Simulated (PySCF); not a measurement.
Br$_{4}$Hf, charge +1, doublet, at a GFN2-xTB geometry (such geometries of metal compounds can be far from the true shape) (the multiplicity is a formal guess) (core potentials on Hf), with bond 2-1 at 1.3 times its length. Base run: PySCF with DF-CAMB3LYP/def2-SV(P).

Input for PySCF:
```python
from pyscf import gto, scf, dft

mol = gto.Mole()
mol.atom = '''
    Hf   -0.00000000    0.00000000    0.00000000
    Br    2.58244004   -0.74927666   -1.89478701
    Br    0.76905720    0.30707364    2.39102413
    Br   -1.05929501    2.14390434   -0.82722903
    Br   -1.69625453   -1.87461131   -0.10626662
'''
mol.basis = 'def2-sv(p)'
mol.ecp = {'Hf': 'def2-sv(p)'}
mol.charge = 1
mol.spin = 1
mol.verbose = 4
mol.build()

mf = dft.UKS(mol)
mf.xc = 'camb3lyp'
mf = mf.density_fit(auxbasis='def2-universal-jkfit')
mf.kernel()
```

Each row names what was changed in the base input (with any setting that the change needs).

```json
[
 {"change": "base", "ΔE vs base (µEh)": "0.0", "SCF cycles": "13", "<S^2>": "0.752", "outcome": "converged"},
 {"change": "diis_space = 20", "ΔE vs base (µEh)": "0.0", "SCF cycles": "13", "<S^2>": "0.752", "outcome": "converged"},
 {"change": "solver = newton; init_guess = 1e", "ΔE vs base (µEh)": "-", "SCF cycles": "-", "<S^2>": "-", "outcome": "cut at the time limit"},
 {"change": "conv_tol_grad = 1e-7", "ΔE vs base (µEh)": "-", "SCF cycles": "50", "<S^2>": "-", "outcome": "not converged"},
 {"change": "level_shift = 0.1 (with mf.max_cycle = 100)", "ΔE vs base (µEh)": "0.0", "SCF cycles": "16", "<S^2>": "0.752", "outcome": "converged"},
 {"change": "init_guess = sap", "ΔE vs base (µEh)": "0.4", "SCF cycles": "23", "<S^2>": "0.752", "outcome": "converged"},
 {"change": "level_shift = 0.5 (with mf.max_cycle = 100)", "ΔE vs base (µEh)": "0.0", "SCF cycles": "37", "<S^2>": "0.752", "outcome": "converged"},
 {"change": "diis = off; damp = 0.3 (with mf.diis_start_cycle = 200; with mf.max_cycle = 150)", "ΔE vs base (µEh)": "-", "SCF cycles": "-", "<S^2>": "-", "outcome": "cut at the time limit"},
 {"change": "init_guess = mod_huckel", "ΔE vs base (µEh)": "0.4", "SCF cycles": "23", "<S^2>": "0.752", "outcome": "converged"}
]
```

Open shells are given as the SCF converged; they aren't shown to be the lowest states, and a large step between rows can be another state.
